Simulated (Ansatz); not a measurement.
C3H7NOSi, SMILES `C=C/N=C/O[SiH3]`. Charge 0, multiplicity 1. Geometry: relaxed with PBE0-D4/def2-TZVP. It is one conformer, not always the lowest.

```xyz
13

C    -2.117   -1.368    0.815
C    -1.202   -1.245   -0.140
N    -0.211   -0.274   -0.096
C     0.627   -0.216   -1.042
O     1.594    0.694   -1.048
Si    1.667    1.773    0.254
H    -2.115   -0.703    1.671
H    -2.878   -2.134    0.756
H    -1.209   -1.919   -1.000
H     0.646   -0.876   -1.914
H     1.912    1.054    1.524
H     2.839    2.606   -0.100
H     0.446    2.606    0.321
```

Problem. What is the dipole moment at B3LYP/def2-TZVPP? (Best estimate.)

Solution. The calculation gave: 0.85 D, with components (-0.04, -0.55, -0.65) D in this frame, pointing from negative to positive charge.

Problem. And with PBE, r2SCAN, ωB97M-V? (Estimate.)

Solution. Ansatz gave: PBE 0.80 D, r2SCAN 0.84 D, ωB97M-V 0.92 D.

Problem. Give the Mulliken charges with B3LYP, PBE, ωB97M-V in def2-TZVPP. (Best estimate.)

Solution. Computed: 
```tsv
atom	B3LYP	PBE	ωB97M-V
C1	-0.23	-0.20	-0.23
C2	-0.01	-0.03	0.00
N3	-0.25	-0.19	-0.27
C4	0.20	0.17	0.22
O5	-0.34	-0.26	-0.34
Si6	0.42	0.34	0.30
H7	0.10	0.09	0.10
H8	0.11	0.10	0.10
H9	0.07	0.06	0.07
H10	0.09	0.07	0.10
H11	-0.05	-0.04	-0.01
H12	-0.07	-0.06	-0.02
H13	-0.05	-0.04	-0.01
```

B3LYP here is the variant with VWN-RPA as its local correlation; programs differ in this.
